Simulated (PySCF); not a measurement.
# Working out the ionisation energy of Tc²⁺

Tc²⁺ [Kr] 4d5 (6S) → Tc³⁺ [Kr] 4d4 (5D). Calculation: PySCF 2.14, in x2c-SVPall (6s5p5d1f, 53 functions); scalar relativity by spin-free X2C-1e. Frozen: [Kr]. Energies in hartree (1 hartree = 27.21139 eV):

```json
{"part": "UHF", "Tc²⁺ (lower)": "-4281.920933", "Tc³⁺ (upper)": "-4280.862189"}
{"part": "MP2 opposite-spin", "Tc²⁺ (lower)": "0.000000", "Tc³⁺ (upper)": "0.000000"}
{"part": "MP2 same-spin", "Tc²⁺ (lower)": "-0.046368", "Tc³⁺ (upper)": "-0.027057"}
```

Question: What does Hartree-Fock give?

Answer: (-4280.862189) − (-4281.920933) = 1.058744 hartree = 28.810 eV.

Question: What do MP2 and SCS-MP2 (6/5 opposite-spin, 1/3 same-spin) give?

Answer: The opposite-spin parts differ by 0.000 eV and the same-spin parts by 0.525 eV. MP2: 28.810 + (0.000) + (0.525) = 29.335 eV. SCS-MP2: 28.810 + 1.2 × (0.000) + (0.525)/3 = 28.985 eV.

Reference: 29.55 eV (semi-empirical (NIST evaluation); NIST Atomic Spectra Database, ionization energies), between the lowest levels; spin-orbit coupling is absent from the calculation.

A double-zeta basis recovers only part of the correlation energy.

What remains against the reference includes basis incompleteness, the frozen core and correlation beyond second order.
